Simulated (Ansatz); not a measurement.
Cl2F2H2Si2 can be A, `F[Si](F)(Cl)[SiH2]Cl`, or B, `F[Si@@H](Cl)[Si@@H](F)Cl`.

Gas-phase electronic energies from Ansatz, PBE0-D4/def2-TZVP geometries. CCSD(T)/CBS adds triple-zeta CCSD(T) − MP2 to the extrapolated MP2 energy (def2 sets, frozen cores). Functionals use def2-TZVPP. One conformer a species, not always the lowest.

**Question.** Which is lower in electronic energy at CCSD(T)/CBS, and by how much? (An estimate is asked.)

**Answer.** The calculation gave: A, by 17.7 kJ/mol.

**Question.** Give E(B) − E(A) in kJ/mol with HF/def2-TZVPP, ωB97M-V, B2PLYP, BLYP-D4, PBE-D4, LDA (SPW92), MP2/def2-TZVPP. (Estimate.)

**Answer.** Ansatz gave: HF/def2-TZVPP 16.9, ωB97M-V 18.0, B2PLYP 16.6, BLYP-D4 16.0, PBE-D4 17.1, LDA (SPW92) 19.1, MP2/def2-TZVPP 17.9. None reverses the order clearly.

**Question.** Does the order hold for the free energy at 298.15 K (harmonic terms from PBE0-D4)? (An estimate is asked.)

**Answer.** Computed: Yes: G(B) − G(A) = +19.6 kJ/mol, for one conformer each. Modes under 60 cm⁻¹, often nearly free rotors, make the harmonic entropy too high.

Largest T1 diagnostic: 0.011.

Leaving LDA and LC-ωPBE aside and taking each functional with its dispersion term where it has one, the values, not all of them listed here, spread over 3.5 kJ/mol, from BLYP-D4 to r2SCAN0-D4.
